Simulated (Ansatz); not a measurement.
Start from `F[CH2][Al]1[CH2][CH2]1` and change one atom or group to get `F[CH2][Al]1[CH2][CH]1F`.

Ansatz, PBE0-D4/def2-TZVP geometries, multiplicity 1. Each molecule was computed in one conformer, which needn't be the lowest. `F[CH2][Al]1[CH2][CH2]1` holds a close contact that its SMILES doesn't draw: Al···F 2.09 Å.

```csv
property,`F[CH2][Al]1[CH2][CH2]1`
LUMO energy (PBE/def2-TZVPP) / eV,-1.36
HOMO energy (PBE0/def2-TZVPP) / eV,-5.69
HOMO energy (ωB97M-V/def2-TZVPP) / eV,-7.87
HOMO energy (PBE/def2-TZVPP) / eV,-4.57
HOMO–LUMO gap (ωB97M-V/def2-TZVPP) / eV,8.97
size of the dipole moment (ωB97M-V/def2-TZVPP) / D,2.60
```

Q: Give the same properties after the change, and the shifts. (Best estimate.)

A: Ansatz gave: 
```csv
property,`F[CH2][Al]1[CH2][CH]1F`,shift
LUMO energy (PBE/def2-TZVPP) / eV,-2.14,-0.78
HOMO energy (PBE0/def2-TZVPP) / eV,-6.29,-0.60
HOMO energy (ωB97M-V/def2-TZVPP) / eV,-8.47,-0.60
HOMO energy (PBE/def2-TZVPP) / eV,-5.12,-0.55
HOMO–LUMO gap (ωB97M-V/def2-TZVPP) / eV,8.71,-0.26
size of the dipole moment (ωB97M-V/def2-TZVPP) / D,3.26,0.66
```

With PBE0 the HOMO falls by 0.60 eV and the LUMO falls by 0.93 eV, so the gap narrows by about 0.33 eV. PBE moves the HOMO by -0.55 eV and ωB97M-V by -0.60 eV. Dipoles are sizes alone; their direction can turn.

Positive LUMOs are unbound, so they and the gaps depend on the basis.
